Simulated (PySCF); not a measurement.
Isomers of CH9ClO2Si3, one GFN2-xTB conformer each. Single-point energies are computed at PBE0/pcSseg-1 (PySCF, gas phase, no added dispersion term), electronic only.

Problem. Rank them by PBE0/pcSseg-1 energy, lowest first (kcal/mol).
A. `[CH3:1][Si@:2]([SiH3:3])([Cl:4])[O:5][SiH2:6][OH:7]` with C1–Si2–O5–Si6 154°, Si2–O5–Si6–O7 -14°, O5–Si6–O7–H -41°
B. `[OH:1][Si@@H:2]([CH2:3][Cl:4])[O:5][SiH2:6][SiH3:7]` with H–O1–Si2–C3 49°, O1–Si2–C3–Cl4 -57°, O1–Si2–O5–Si6 16°, Si2–O5–Si6–Si7 29°
C. `[SiH3:1][O:2][SiH2:3][O:4][SiH2:5][CH2:6][Cl:7]` with Si1–O2–Si3–O4 5°, O2–Si3–O4–Si5 -4°, Si3–O4–Si5–C6 62°, O4–Si5–C6–Cl7 178°
D. `[SiH3:1][O:2][CH2:3][SiH2:4][O:5][SiH2:6][Cl:7]` with Si1–O2–C3–Si4 -174°, O2–C3–Si4–O5 50°, C3–Si4–O5–Si6 -18°, Si4–O5–Si6–Cl7 63°
E. `[CH3:1][O:2][Si@@H:3]([SiH3:4])[O:5][SiH2:6][Cl:7]` with C1–O2–Si3–Si4 -166°, O2–Si3–O5–Si6 -71°, Si3–O5–Si6–Cl7 -29°
F. `[SiH3:1][CH2:2][O:3][SiH2:4][O:5][SiH2:6][Cl:7]` with Si1–C2–O3–Si4 178°, C2–O3–Si4–O5 178°, O3–Si4–O5–Si6 56°, Si4–O5–Si6–Cl7 77°
G. `[OH:1][Si@@H:2]([SiH3:3])[CH2:4][O:5][SiH2:6][Cl:7]` with H–O1–Si2–Si3 -173°, O1–Si2–C4–O5 64°, Si2–C4–O5–Si6 -86°, C4–O5–Si6–Cl7 73°

Solution. A (0.0), C (25.4), E (25.8), F (31.0), D (35.3), B (44.2), G (54.9).

Neighbours under 2.5 kcal/mol apart ([SiH3]O[SiH2]O[SiH2]CCl and CO[Si@@H]([SiH3])O[SiH2]Cl) can change places with a better method, another conformer or zero-point energy. GFN2-xTB itself gives, in the same order: 17.9, 0.0, 15.5, 8.3, 8.3, 50.4, 55.3. GFN2-xTB puts [SiH3]O[SiH2]O[SiH2]CCl lowest instead; measured from each level's own lowest isomer, the values differ by up to 27.0 kcal/mol ([SiH3]OC[SiH2]O[SiH2]Cl: 8.3 against 35.3).

Problem. Which frontier levels, dipoles and rotational constants go with these structures?

Solution. 
```json
{"SMILES": "C[Si@]([SiH3])(Cl)O[SiH2]O", "HOMO (eV, PBE0/pcSseg-1)": "-8.07", "LUMO (eV)": "-0.19", "dipole (D)": "1.53", "A, B, C (MHz)": "1364, 829.5, 738.4"}
{"SMILES": "[SiH3]O[SiH2]O[SiH2]CCl", "HOMO (eV, PBE0/pcSseg-1)": "-8.05", "LUMO (eV)": "-0.14", "dipole (D)": "1.68", "A, B, C (MHz)": "1726, 598.7, 471.9"}
{"SMILES": "CO[Si@@H]([SiH3])O[SiH2]Cl", "HOMO (eV, PBE0/pcSseg-1)": "-8.03", "LUMO (eV)": "-0.12", "dipole (D)": "2.19", "A, B, C (MHz)": "1426, 834.2, 616.4"}
{"SMILES": "[SiH3]CO[SiH2]O[SiH2]Cl", "HOMO (eV, PBE0/pcSseg-1)": "-8.38", "LUMO (eV)": "0.40", "dipole (D)": "2.27", "A, B, C (MHz)": "2574, 433.2, 401.7"}
{"SMILES": "[SiH3]OC[SiH2]O[SiH2]Cl", "HOMO (eV, PBE0/pcSseg-1)": "-8.11", "LUMO (eV)": "0.10", "dipole (D)": "1.41", "A, B, C (MHz)": "1304, 962.0, 643.5"}
{"SMILES": "O[Si@@H](CCl)O[SiH2][SiH3]", "HOMO (eV, PBE0/pcSseg-1)": "-7.97", "LUMO (eV)": "-0.54", "dipole (D)": "0.81", "A, B, C (MHz)": "3257, 473.4, 429.8"}
{"SMILES": "O[Si@@H]([SiH3])CO[SiH2]Cl", "HOMO (eV, PBE0/pcSseg-1)": "-7.75", "LUMO (eV)": "-0.09", "dipole (D)": "1.94", "A, B, C (MHz)": "2499, 580.0, 492.8"}
```
